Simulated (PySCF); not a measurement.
Br$_{4}$Hf, triplet, at a GFN2-xTB geometry (such geometries of metal compounds can be far from the true shape) (the multiplicity is a formal guess) (core potentials on Hf); DF-HF/def2-SV(P) (PySCF).

Input for PySCF:
```python
from pyscf import gto, scf

mol = gto.Mole()
mol.atom = '''
    Hf    0.000000   -0.000000   -0.000000
    Br    1.985434   -0.576063   -1.456765
    Br    0.768659    0.306902    2.389756
    Br   -1.058731    2.142774   -0.826781
    Br   -1.695362   -1.873613   -0.106210
'''
mol.basis = 'def2-sv(p)'
mol.ecp = {'Hf': 'def2-sv(p)'}
mol.charge = 0
mol.spin = 2
mol.verbose = 4
mol.build()

mf = scf.UHF(mol)
mf = mf.density_fit(auxbasis='def2-universal-jkfit')
mf.kernel()
```

Question: Write the output that PySCF gives for this input, abridged.

Answer: 
```
PySCF version 2.14.0

[INPUT] verbose = 4
[INPUT] num. atoms = 5
[INPUT] num. electrons = 152
[INPUT] charge = 0
[INPUT] spin (= nelec alpha-beta = 2S) = 2
[INPUT] symmetry False subgroup None
[INPUT] Mole.unit = angstrom
[INPUT] Symbol           X                Y                Z      unit          X                Y                Z       unit  Magmom
[...]
nuclear repulsion = 1293.30998663534
number of shells = 59
number of NR pGTOs = 346
number of NR cGTOs = 153
basis = def2-sv(p)
ecp = {'Hf': 'def2-sv(p)'}

******** <class 'pyscf.df.df_jk.DFUHF'> ********
method = DFUHF
initial guess = minao
damping factor = 0
level_shift factor = 0
DIIS = <class 'pyscf.scf.diis.CDIIS'>
diis_start_cycle = 1
diis_space = 8
diis_damp = 0
SCF conv_tol = 1e-09
SCF conv_tol_grad = None
SCF max_cycles = 50
direct_scf = False
number electrons alpha = 77  beta = 75
Set gradient conv threshold to 3.16228e-05
******** <class 'pyscf.df.df.DF'> ********
auxbasis = def2-universal-jkfit
init E= -10319.1199452187

cycle= 1 E= -10335.9363187479  delta_E= -16.8  |g|= 0.386  |ddm|= 5.48

cycle= 2 E= -10335.9809889446  delta_E= -0.0447  |g|= 0.126  |ddm|= 0.648
cycle= 3 E= -10335.992375914  delta_E= -0.0114  |g|= 0.0566  |ddm|= 0.252
cycle= 4 E= -10335.9956718766  delta_E= -0.0033  |g|= 0.0204  |ddm|= 0.0966
cycle= 5 E= -10335.9973796563  delta_E= -0.00171  |g|= 0.0147  |ddm|= 0.0789
cycle= 6 E= -10335.9988816706  delta_E= -0.0015  |g|= 0.0107  |ddm|= 0.0865
cycle= 7 E= -10336.0000941804  delta_E= -0.00121  |g|= 0.00488  |ddm|= 0.112
cycle= 8 E= -10336.0002995606  delta_E= -0.000205  |g|= 0.00334  |ddm|= 0.0396
cycle= 9 E= -10336.0003667069  delta_E= -6.71e-05  |g|= 0.00238  |ddm|= 0.0228
cycle= 10 E= -10336.0004015468  delta_E= -3.48e-05  |g|= 0.00259  |ddm|= 0.0104
cycle= 11 E= -10336.0003458398  delta_E= 5.57e-05  |g|= 0.00204  |ddm|= 0.019
cycle= 12 E= -10336.0003372976  delta_E= 8.54e-06  |g|= 0.00161  |ddm|= 0.0135
cycle= 13 E= -10336.0003460004  delta_E= -8.7e-06  |g|= 0.00146  |ddm|= 0.00728
cycle= 14 E= -10336.0003732176  delta_E= -2.72e-05  |g|= 0.00129  |ddm|= 0.0145
cycle= 15 E= -10336.0004190669  delta_E= -4.58e-05  |g|= 0.00109  |ddm|= 0.0282
cycle= 16 E= -10336.0004557486  delta_E= -3.67e-05  |g|= 0.000963  |ddm|= 0.0283
cycle= 17 E= -10336.0004730618  delta_E= -1.73e-05  |g|= 0.000921  |ddm|= 0.0148
cycle= 18 E= -10336.0004822945  delta_E= -9.23e-06  |g|= 0.00092  |ddm|= 0.00796
cycle= 19 E= -10336.000483977  delta_E= -1.68e-06  |g|= 0.000921  |ddm|= 0.00146
[...]
cycle= 22 E= -10336.0003851874  delta_E= 7.18e-05  |g|= 0.000739  |ddm|= 0.0847
cycle= 23 E= -10336.0003799165  delta_E= 5.27e-06  |g|= 0.000683  |ddm|= 0.00863
cycle= 24 E= -10336.0003579344  delta_E= 2.2e-05  |g|= 0.000528  |ddm|= 0.046
cycle= 25 E= -10336.0003506838  delta_E= 7.25e-06  |g|= 0.000447  |ddm|= 0.0291
cycle= 26 E= -10336.0003501984  delta_E= 4.85e-07  |g|= 0.000392  |ddm|= 0.0186
cycle= 27 E= -10336.0003515051  delta_E= -1.31e-06  |g|= 0.000309  |ddm|= 0.00689
cycle= 28 E= -10336.0003529149  delta_E= -1.41e-06  |g|= 0.00023  |ddm|= 0.0102
cycle= 29 E= -10336.0003532145  delta_E= -3e-07  |g|= 0.000201  |ddm|= 0.00854
cycle= 30 E= -10336.0003537514  delta_E= -5.37e-07  |g|= 0.000192  |ddm|= 0.00257
cycle= 31 E= -10336.0003541529  delta_E= -4.02e-07  |g|= 0.000184  |ddm|= 0.00182
cycle= 32 E= -10336.0003549296  delta_E= -7.77e-07  |g|= 0.000154  |ddm|= 0.00568
cycle= 33 E= -10336.0003554234  delta_E= -4.94e-07  |g|= 0.000139  |ddm|= 0.00909
cycle= 34 E= -10336.0003556755  delta_E= -2.52e-07  |g|= 0.000127  |ddm|= 0.00274
cycle= 35 E= -10336.0003559863  delta_E= -3.11e-07  |g|= 0.000122  |ddm|= 0.00217
cycle= 36 E= -10336.0003564939  delta_E= -5.08e-07  |g|= 9.84e-05  |ddm|= 0.00436
cycle= 37 E= -10336.0003571033  delta_E= -6.09e-07  |g|= 6.42e-05  |ddm|= 0.00921
cycle= 38 E= -10336.0003572691  delta_E= -1.66e-07  |g|= 5.57e-05  |ddm|= 0.00335
cycle= 39 E= -10336.0003573029  delta_E= -3.39e-08  |g|= 5.2e-05  |ddm|= 0.000804
cycle= 40 E= -10336.0003573214  delta_E= -1.85e-08  |g|= 5.19e-05  |ddm|= 0.000727
cycle= 41 E= -10336.0003573493  delta_E= -2.79e-08  |g|= 5.56e-05  |ddm|= 0.00139
cycle= 42 E= -10336.0003573803  delta_E= -3.1e-08  |g|= 5.23e-05  |ddm|= 0.00135
cycle= 43 E= -10336.0003573805  delta_E= -2.18e-10  |g|= 5.29e-05  |ddm|= 7.99e-05
cycle= 44 E= -10336.0003573657  delta_E= 1.49e-08  |g|= 5.3e-05  |ddm|= 0.000677
cycle= 45 E= -10336.0003573502  delta_E= 1.55e-08  |g|= 5.46e-05  |ddm|= 0.000462
cycle= 46 E= -10336.0003574175  delta_E= -6.73e-08  |g|= 4.77e-05  |ddm|= 0.00327
cycle= 47 E= -10336.0003574286  delta_E= -1.11e-08  |g|= 4.72e-05  |ddm|= 0.000364
cycle= 48 E= -10336.000357412  delta_E= 1.65e-08  |g|= 4.75e-05  |ddm|= 0.000394
cycle= 49 E= -10336.0003574589  delta_E= -4.69e-08  |g|= 4.89e-05  |ddm|= 0.00104
cycle= 50 E= -10336.0003574233  delta_E= 3.56e-08  |g|= 4.64e-05  |ddm|= 0.000962
SCF not converged.
SCF energy = -10336.0003574233 after 50 cycles  <S^2> = 2.0516955  2S+1 = 3.0342679
```

The run did not converge; its last values are not results.
